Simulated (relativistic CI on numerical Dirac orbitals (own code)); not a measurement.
Calculated at this level of theory: Dirac-Coulomb-Breit CI, orbitals from a KLI potential per configuration, a model potential for QED, unscaled Slater integrals (own radial code, finite nucleus).

The strongest absorption lines from the ground level of an ion, among the configurations computed and to levels below about 15000 eV (vacuum wavelength in nm, gf): 0.08663 (0.86), 0.09829 (0.98), 0.09835 (1.6), 0.09837 (2.1), 0.10097 (0.74), 0.11438 (4.2), 0.11456 (1.3), 0.50711 (0.4).

(1) Which ion is it?
A. Au LXXII
B. Au LXXIV
C. Pa LXXXIV
D. Ho LX

## Answers

(1) A. Au LXXII has 8 electrons and the ground level 2s²2p⁴ ³P2; the strongest line goes to 2s²2p³3d ³D°3. The pattern of lines fixes the number of electrons, and along that sequence the line energies rise steadily with the charge (about as its square where n changes within one kind of shell, about linearly where n is kept but much faster in heavy ions where fine structure, which grows about as Z⁴, sets the gap, and irregularly where shells cross), which fixes Z. Configurations outside the model, such as inner-shell arrays, can give stronger lines. At this charge energies of transitions that change n are usually good to better than 1 %, and those within a shell (Δn = 0) to a few per cent.

LS names give the leading component of a level, which can be under half, so a name can repeat, a term be missing and a line seem to break the LS rules.
